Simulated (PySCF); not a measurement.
CH10OSi3, SMILES C[SiH2][SiH2]O[SiH3] at its GFN2-xTB optimised geometry (Å):

```
15

C      3.0664    -0.9977     0.0000
Si     1.1648    -0.9977     0.0000
Si     0.3915     1.1740     0.0000
O     -1.2327     1.1230    -0.0709
Si    -2.7634     0.8233    -0.4825
H      3.4625    -0.4928     0.8768
H      3.4643    -0.4910    -0.8748
H      3.4613    -2.0086    -0.0005
H      0.7360    -1.7933     1.1665
H      0.7360    -1.7939    -1.1668
H      0.8055     1.9960    -1.1475
H      0.6423     1.9622     1.2138
H     -3.4643     0.5822     0.7759
H     -2.7721    -0.3544    -1.3506
H     -3.2571     2.0086    -1.1802
```

Computed with PBE0/def2-TZVP in PySCF. Cells within 0.4 Å of a nucleus heavier than hydrogen are left out (blank, or x).

Map of the deformation density (molecule minus spherical neutral atoms) (e/bohr³) on the plane z = 0.0 Å:

```
|1111111111111111111111111|
|1111111111111111111111111|
|1111111111111111111111111|
|1111111111111111111111111|
|1111111111111111111111111|
|1111111111111111111111111|
|1111111111111111111111111|
|1111111111110111111111111|
|1111110123310111111111111|
|111111015x641x00111111111|
|111123116xx41x11111111111|
|1111341023321452111111111|
|1111221011112563111111111|
|1111111111111231231221111|
|11111111111100xx47xx11111|
|1111111111111011254941111|
|1111111111111110123961111|
|1111111111111111111211111|
|1111111111111111111111111|
|1111111111111111111111111|
|1111111111111111111111111|
|1111111111111111111111111|
|1111111111111111111111111|
|1111111111111111111111111|
|1111111111111111111111111|
```
Scale: ten equal steps from -0.020 (start of '0') to 0.084 (end of '9'), in the order '0123456789'; x runs from -5.50 to 5.50, y from -5.50 (bottom) to 5.50 (top).
